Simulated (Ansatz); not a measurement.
Pulling on the Ga1–H2 bond in ClFGaH (SMILES [F][GaH][Cl]) (multiplicity 1 held, fragments rigid). Energies count from the point at 1.542 Å.
Geometry at that point (charge 0, multiplicity 1):
```xyz
4

Ga    -0.42036     0.09492    -0.34524
H     -1.61041    -0.41856    -1.18001
F     -0.00463     1.79964    -0.33177
Cl     0.86371    -1.10122     0.87461
```

Restricted levels (R-, RO-) in cc, def2 and unpolarised 6-31G sets keep to the state of the molecule at rest. U- levels take the lowest unrestricted solution at each point, which mixes spins at long bonds. Active spaces are followed from a long bond inwards. Curves can end on different states.

Correlated levels freeze the cores. Filled d and f shells under p-block atoms count as core.

Run with Ansatz (a first-principles code). Values without a source in brackets are computed.

Energies in kcal/mol.

```json
[
 {"R (Å)": "1.233", "U-HF/def2-SVP": "29.9", "R-MP2/def2-SVP": "30.5", "U-CCSD(T)/def2-SVP": "30.9", "R-CCSDT(Q)/def2-SVP": "30.9", "FIC-MRCISD+Q on CASSCF(2,2)/def2-SVP": "30.7"},
 {"R (Å)": "1.388", "U-HF/def2-SVP": "6.0", "R-MP2/def2-SVP": "(withheld)", "U-CCSD(T)/def2-SVP": "6.7", "R-CCSDT(Q)/def2-SVP": "6.7", "FIC-MRCISD+Q on CASSCF(2,2)/def2-SVP": "6.5"},
 {"R (Å)": "1.542", "U-HF/def2-SVP": "0.0", "R-MP2/def2-SVP": "0.0", "U-CCSD(T)/def2-SVP": "0.0", "R-CCSDT(Q)/def2-SVP": "0.0", "FIC-MRCISD+Q on CASSCF(2,2)/def2-SVP": "0.0"},
 {"R (Å)": "1.696", "U-HF/def2-SVP": "3.8", "R-MP2/def2-SVP": "(withheld)", "U-CCSD(T)/def2-SVP": "2.8", "R-CCSDT(Q)/def2-SVP": "2.8", "FIC-MRCISD+Q on CASSCF(2,2)/def2-SVP": "2.9"},
 {"R (Å)": "1.850", "U-HF/def2-SVP": "12.8", "R-MP2/def2-SVP": "11.5", "U-CCSD(T)/def2-SVP": "10.5", "R-CCSDT(Q)/def2-SVP": "10.4", "FIC-MRCISD+Q on CASSCF(2,2)/def2-SVP": "10.7"},
 {"R (Å)": "2.081", "U-HF/def2-SVP": "30.5", "R-MP2/def2-SVP": "28.0", "U-CCSD(T)/def2-SVP": "25.5", "R-CCSDT(Q)/def2-SVP": "25.4", "FIC-MRCISD+Q on CASSCF(2,2)/def2-SVP": "25.7"},
 {"R (Å)": "2.313", "U-HF/def2-SVP": "46.6", "R-MP2/def2-SVP": "45.2", "U-CCSD(T)/def2-SVP": "40.9", "R-CCSDT(Q)/def2-SVP": "40.3", "FIC-MRCISD+Q on CASSCF(2,2)/def2-SVP": "40.7"},
 {"R (Å)": "2.698", "U-HF/def2-SVP": "58.5", "R-MP2/def2-SVP": "70.8", "U-CCSD(T)/def2-SVP": "61.6", "R-CCSDT(Q)/def2-SVP": "60.0", "FIC-MRCISD+Q on CASSCF(2,2)/def2-SVP": "60.5"},
 {"R (Å)": "3.083", "U-HF/def2-SVP": "62.5", "R-MP2/def2-SVP": "90.1", "U-CCSD(T)/def2-SVP": "74.2", "R-CCSDT(Q)/def2-SVP": "71.6", "FIC-MRCISD+Q on CASSCF(2,2)/def2-SVP": "72.1"},
 {"R (Å)": "3.546", "U-HF/def2-SVP": "64.0", "R-MP2/def2-SVP": "105.0", "U-CCSD(T)/def2-SVP": "79.3", "R-CCSDT(Q)/def2-SVP": "77.7", "FIC-MRCISD+Q on CASSCF(2,2)/def2-SVP": "78.3"},
 {"R (Å)": "4.163", "U-HF/def2-SVP": "64.5", "R-MP2/def2-SVP": "112.4", "U-CCSD(T)/def2-SVP": "80.4", "R-CCSDT(Q)/def2-SVP": "79.9", "FIC-MRCISD+Q on CASSCF(2,2)/def2-SVP": "80.8"},
 {"R (Å)": "4.933", "U-HF/def2-SVP": "64.6", "R-MP2/def2-SVP": "107.0", "U-CCSD(T)/def2-SVP": "80.6", "R-CCSDT(Q)/def2-SVP": "80.3", "FIC-MRCISD+Q on CASSCF(2,2)/def2-SVP": "81.3"}
]
```

### Question
Complete the blanks.

### Answer

- 1.696, R-MP2/def2-SVP: 3.2
- 1.388, R-MP2/def2-SVP: 6.4

Doubts at one or more of the structures used: a spin-contaminated determinant (U-HF/def2-SVP, U-CCSD(T)/def2-SVP); a restricted determinant that unrestricted orbitals would lower (R-MP2/def2-SVP, R-CCSDT(Q)/def2-SVP); T1 above 0.05 (U-CCSD(T)/def2-SVP); other coupled-cluster roots lie near (R-CCSDT(Q)/def2-SVP).
